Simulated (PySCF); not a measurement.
IrOF at several levels of theory

All levels use the PBE0 minimum (quintet; Ir–F 1.923 Å, Ir–O 1.754 Å; F–Ir–O 180.0°), basis [Ir def2-TZVP with ECP60, O def2-TZVP, F def2-TZVP], scalar-relativistic core potentials, density fitting, no spin–orbit coupling, PySCF. For vertical energies the ionised species is a quartet (spins chosen at PBE0 and kept) and the electron-attached one a quartet. Atomisation goes to high-spin ground-configuration atoms, without zero-point energy. Open shells are unrestricted, also as the reference of the correlated levels. A dash marks a value that was not computed or is not defined at that level.

```xyz
3
charge 0 multiplicity 5, angstrom
Ir    0.0000    0.0000   -0.0372
O     0.0000    0.0000   -1.7914
F     0.0000    0.0000    1.8856
```

```json
{"level": "PBE0", "atomisation (kJ/mol)": "843", "vertical IP (eV)": "10.70", "vertical EA (eV)": "3.03", "−ε(HOMO) (eV)": "8.03", "dipole (D)": "0.42"}
{"level": "HF", "atomisation (kJ/mol)": "369", "vertical IP (eV)": "9.59", "vertical EA (eV)": "1.79", "−ε(HOMO) (eV)": "11.78", "dipole (D)": "0.97"}
{"level": "MP2", "atomisation (kJ/mol)": "868", "vertical IP (eV)": "11.53", "vertical EA (eV)": "3.29", "−ε(HOMO) (eV)": "–", "dipole (D)": "–"}
{"level": "PBE", "atomisation (kJ/mol)": "957", "vertical IP (eV)": "10.16", "vertical EA (eV)": "3.08", "−ε(HOMO) (eV)": "6.17", "dipole (D)": "0.23"}
{"level": "r2SCAN", "atomisation (kJ/mol)": "?", "vertical IP (eV)": "?", "vertical EA (eV)": "?", "−ε(HOMO) (eV)": "?", "dipole (D)": "?"}
{"level": "B3LYP", "atomisation (kJ/mol)": "831", "vertical IP (eV)": "10.67", "vertical EA (eV)": "3.24", "−ε(HOMO) (eV)": "7.71", "dipole (D)": "0.38"}
{"level": "TPSSh", "atomisation (kJ/mol)": "866", "vertical IP (eV)": "10.38", "vertical EA (eV)": "2.97", "−ε(HOMO) (eV)": "6.98", "dipole (D)": "0.31"}
{"level": "CAM-B3LYP", "atomisation (kJ/mol)": "840", "vertical IP (eV)": "10.86", "vertical EA (eV)": "3.25", "−ε(HOMO) (eV)": "9.49", "dipole (D)": "0.38"}
{"level": "r2SCANh", "atomisation (kJ/mol)": "?", "vertical IP (eV)": "?", "vertical EA (eV)": "?", "−ε(HOMO) (eV)": "?", "dipole (D)": "?"}
```

Task: Fill in the row of r2SCANh.

Result: atomisation (kJ/mol) 863, vertical IP (eV) 10.64, vertical EA (eV) 3.04, −ε(HOMO) (eV) 7.35, dipole (D) 0.38.

Task: Fill in the row of r2SCAN.

Result: atomisation (kJ/mol) 906, vertical IP (eV) 10.46, vertical EA (eV) 3.04, −ε(HOMO) (eV) 6.64, dipole (D) 0.31.

Spin contamination in at least one species weakens the values at: HF, MP2.

Without diffuse functions attachment energies tend to come out too low.

Other spin states or occupations of the open shell can lie lower. Spin–orbit coupling, left out here, can matter for elements this heavy.
